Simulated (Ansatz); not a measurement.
In₁₀As₁₁H₂₈⁺, a nanocrystal cut from wurtzite InAs (hydrogen-capped), relaxed as a singlet with RKS PBE-D4/def2-SVP in Ansatz, starting from a model built from a lattice or polyhedron. Force threshold 0.03 eV/Å.

In the def2 sets In takes a core potential; there is no spin–orbit coupling. Single mean-field runs in def2-SVP are fitted with def2-universal-jkfit.

Start:

| atom | x (Å) | y (Å) | z (Å) |
| --- | --- | --- | --- |
| As1 | -0.719 | 4.297 | -1.471 |
| In2 | 1.788 | 4.476 | -2.231 |
| As3 | -3.608 | 1.823 | 0.498 |
| In4 | -4.688 | -0.274 | -0.617 |
| In5 | -1.112 | 2.022 | -0.244 |
| As6 | -0.514 | 0.045 | -1.840 |
| As7 | 3.079 | 2.342 | -1.478 |
| In8 | 2.016 | 0.215 | -2.588 |
| As9 | -3.415 | -2.422 | 0.086 |
| In10 | -0.885 | -2.244 | -0.612 |
| As11 | -0.298 | -4.193 | -2.198 |
| As12 | 3.316 | -1.914 | -1.810 |
| In13 | 2.210 | -4.011 | -2.976 |
| In14 | -3.755 | 1.617 | 3.110 |
| As15 | 0.439 | 1.931 | 1.876 |
| In16 | 2.947 | 2.110 | 1.147 |
| As17 | -2.434 | -0.560 | 3.875 |
| In18 | 0.060 | -0.377 | 3.121 |
| As19 | 0.671 | -2.323 | 1.512 |
| As20 | 4.244 | -0.027 | 1.888 |
| In21 | 3.156 | -2.158 | 0.779 |
| H22 | -1.632 | 4.357 | -2.717 |
| H23 | -1.090 | 5.444 | -0.529 |
| H24 | 1.869 | 4.637 | -3.936 |
| H25 | 2.505 | 5.881 | -1.481 |
| H26 | -4.385 | 3.090 | 0.084 |
| H27 | -4.602 | -0.115 | -2.357 |
| H28 | -6.382 | -0.381 | -0.131 |
| H29 | -1.411 | 0.100 | -3.058 |
| H30 | 4.545 | 2.449 | -1.894 |
| H31 | 2.086 | 0.390 | -4.306 |
| H32 | -4.056 | -3.670 | -0.505 |
| H33 | -3.493 | -2.567 | 1.648 |
| H34 | -1.180 | -4.148 | -3.451 |
| H35 | -0.495 | -5.551 | -1.503 |
| H36 | 4.729 | -1.797 | -2.259 |
| H37 | 2.295 | -3.863 | -4.665 |
| H38 | 3.087 | -5.454 | -2.464 |
| H39 | -5.417 | 1.473 | 3.606 |
| H40 | -3.015 | 3.018 | 3.854 |
| H41 | 0.066 | 3.096 | 2.838 |
| H42 | 3.667 | 3.478 | 1.915 |
| H43 | -3.085 | -1.792 | 3.205 |
| H44 | -2.512 | -0.686 | 5.365 |
| H45 | 1.089 | -0.439 | 4.527 |
| H46 | 0.423 | -3.668 | 2.222 |
| H47 | 5.688 | 0.082 | 1.464 |
| H48 | 4.182 | -0.168 | 3.425 |
| H49 | 4.027 | -3.572 | 1.276 |

(1) Estimate the energy that the relaxation releases and the steps that it takes.

(2) Does the start keep its bonding and symmetry?

(3) Predict the relaxed structure.

Answers

(1) 2.92 eV, in 9 steps; 27 s on 11 threads of AMD EPYC 7R13 on a shared host and a whole NVIDIA H100 80GB HBM3. The force fell under the threshold at step 6, but the optimiser went on and released 0.006 eV more. No frequencies were taken in this run, so the end may be a saddle point.

(2) By distances, no bond broke or formed. The bond that changes most is In4–As9, from 2.59 to 2.80 Å (atoms count from 1).

(3) 
```xyz
49

As   -0.5942    4.2062   -1.4287
In    1.9645    4.7898   -2.4276
As   -3.7548    1.6258    0.6525
In   -5.1465   -0.1356   -0.8854
In   -1.2580    1.9668   -0.1261
As   -0.3671    0.0278   -1.7317
As    2.9692    2.4275   -1.4743
In    2.1380    0.2461   -2.7676
As   -3.5386   -2.2895   -0.0931
In   -0.9112   -2.2891   -0.5688
As   -0.0602   -4.2061   -2.2157
As    3.2011   -2.0287   -1.8373
In    2.5655   -4.2881   -3.2389
In   -4.0600    1.9095    3.3495
As    0.5148    1.7895    1.8611
In    3.0504    2.3765    1.1762
As   -2.4223   -0.2697    3.9163
In    0.2096   -0.3780    3.4087
As    0.6669   -2.2662    1.5531
As    4.1419   -0.0566    1.7096
In    3.2551   -2.4468    0.7855
H    -1.6631    4.3084   -2.5142
H    -1.1404    5.3253   -0.5450
H     1.7457    4.6232   -4.1322
H     2.5112    6.0370   -1.3638
H    -4.3069    2.9576    0.1353
H    -4.6042    0.0229   -2.5238
H    -6.6685   -0.4414   -0.1308
H    -1.3562    0.0421   -2.8976
H     4.4563    2.4902   -1.8303
H     2.1097    0.3689   -4.4990
H    -4.0023   -3.6274   -0.6644
H    -3.6648   -2.6811    1.3777
H    -1.1285   -4.2000   -3.3068
H    -0.5071   -5.5024   -1.5434
H     4.6944   -1.8466   -2.1191
H     2.3135   -3.8511   -4.8898
H     3.2460   -5.6363   -2.4001
H    -5.6516    1.3825    3.7628
H    -3.0413    3.2231    3.8375
H     0.0986    2.9244    2.7970
H     3.7950    3.6680    2.0565
H    -2.9900   -1.5811    3.3765
H    -2.5292   -0.6448    5.3932
H     1.2791   -0.4939    4.7699
H     0.3831   -3.5989    2.2452
H     5.6223    0.0136    1.3397
H     4.3427   -0.1751    3.2200
H     4.0923   -3.8187    1.4318
```
Bond lengths (bridged metal pairs left out): 28 × As–In 2.64 to 2.82 Å; 16 × As–H 1.53 Å; 12 × H–In 1.73 to 1.74 Å.
